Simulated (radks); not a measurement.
Values are calculated unless marked as measured or tabulated.
Ionisation of Sr5+, [Ar] 3d10 4s2 4p3, to Sr6+, [Ar] 3d10 4s2 4p2, under several functionals. Scalar-relativistic Kohn-Sham, spin-polarised, spherical densities, finite nucleus; open shells are filled with parallel spins first (spin-orbit coupling, left out, can overturn this in heavy ions); a radial shooting solver on a logarithmic mesh with Libxc functionals.

Wu-Cohen GGA: E(Sr5+) (hartree) -3172.03780; Exc (hartree) -102.47383; IE (eV) 89.202; -e(HOMO) (eV) 81.508; <r> HOMO (bohr) 1.393; IE error (eV) +1.202
HCTH/407: E(Sr5+) (hartree) -3174.67010; Exc (hartree) -105.25654; IE (eV) 89.987; -e(HOMO) (eV) 82.342; <r> HOMO (bohr) 1.383; IE error (eV) +1.987
RPBE: E(Sr5+) (hartree) -3172.88381; Exc (hartree) -103.33258; IE (eV) 89.147; -e(HOMO) (eV) 81.487; <r> HOMO (bohr) 1.395; IE error (eV) +1.147
r2SCAN: E(Sr5+) (hartree) -3173.13617; Exc (hartree) -103.48936; IE (eV) 89.881; -e(HOMO) (eV) 82.315; <r> HOMO (bohr) 1.393; IE error (eV) +1.881
PBE: E(Sr5+) (hartree) -3172.61219; Exc (hartree) -103.05480; IE (eV) 89.161; -e(HOMO) (eV) 81.490; <r> HOMO (bohr) 1.394; IE error (eV) +1.161
PBEsol: E(Sr5+) (hartree) -3170.69634; Exc (hartree) -101.11328; IE (eV) 89.164; -e(HOMO) (eV) 81.474; <r> HOMO (bohr) 1.393; IE error (eV) +1.164
XLYP: E(Sr5+) (hartree) -3173.47891; Exc (hartree) -103.92660; IE (eV) 88.921; -e(HOMO) (eV) 81.187; <r> HOMO (bohr) 1.395; IE error (eV) +0.921

NIST Atomic Spectra Database: 88 eV (theoretical). Closest: XLYP. The Delta-SCF values span 1.07 eV, the total energies 3.97 hartree. The highest occupied level is 4p. Open shells are spherical and high-spin; term and fine-structure splittings are not resolved.
